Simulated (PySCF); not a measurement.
Species: C₈H₉PS.
Numbering: `[CH2:1]=[CH:2][c:3]1[cH:4][cH:5][cH:6][p:7][c:8]1[S:9][CH3:10]`

Definitions: NICS(0) = −σiso at the ring centroid; NICS(1) = −σiso and NICS(1)zz = −σzz at ±1 Å along the ring normal z. Level: GIAO PBE0/pcSseg-1 (PySCF, non-relativistic, gas phase) on the GFN2-xTB geometry, one conformer.

Ring bond lengths (Å), with Mayer bond orders in brackets: C3–C4 1.394 (1.42), C4–C5 1.383 (1.48), C5–C6 1.377 (1.44), C6–P7 1.728 (1.32), P7–C8 1.754 (1.21), C8–C3 1.406 (1.32).

**Question.** Give the NICS values of each ring in ppm.

**Answer.** 
```
             ring                                               type  NICS(0)  NICS(1), two faces  NICS(1)zz, two faces  rms pucker (Å)  centre to ring atoms, mean (Å)
C3–C4–C5–C6–P7–C8  6-membered ring with P; formal bonds all aromatic     -6.2         -9.4 / -9.4         -22.1 / -22.1            0.00                            1.50
```

**Question.** What do they say, and how far can they be read as aromaticity?

**Answer.** 
- C3–C4–C5–C6–P7–C8: mean NICS(1)zz -22.1 ppm, shielded.

**Question.** And the bond-length index? HOMA takes Krygowski's 1993 parameters.

**Answer.** 
- C3–C4–C5–C6–P7–C8: HOMA 0.90; the largest term is that of P7–C8, α(R − Ropt)² = 0.37.

**Question.** What are the shieldings of the ring atoms and their hydrogens in the same run (means over atoms taken as equivalent)?

**Answer.** 
```tsv
atoms	environment	σ isotropic (ppm)	principal values of the symmetric part, first atom (ppm)
C3	substituted aromatic carbon	48.7	-44.4, 17.8, 172.6
C4	aromatic CH carbon	58.1	-40.7, 35.3, 179.8
C5	aromatic CH carbon	53.9	-56.9, 40.8, 177.8
C6	aromatic CH carbon	22.8	-142.0, 32.7, 177.9
P7	phosphorus bonded to 2 C	123.6	-126.0, -17.7, 514.6
C8	substituted aromatic carbon	2.0	-134.0, -10.9, 150.9
H on C4	aromatic hydrogen	23.59	18.4, 23.9, 28.4
H on C5	aromatic hydrogen	23.89	19.7, 25.0, 27.0
H on C6	aromatic hydrogen	22.80	20.1, 20.8, 27.4
```

The run took about 2.7 min of CPU time (grids of density and orbitals included) (one thread, shared machine). This is the whole shielding run at PBE0/pcSseg-1, SCF included.

Conformer computed: `[CH2:1]=[CH:2][c:3]1[cH:4][cH:5][cH:6][p:7][c:8]1[S:9][CH3:10]`: C1–C2–C3–C4 0°, P7–C8–S9–C10 -1°.
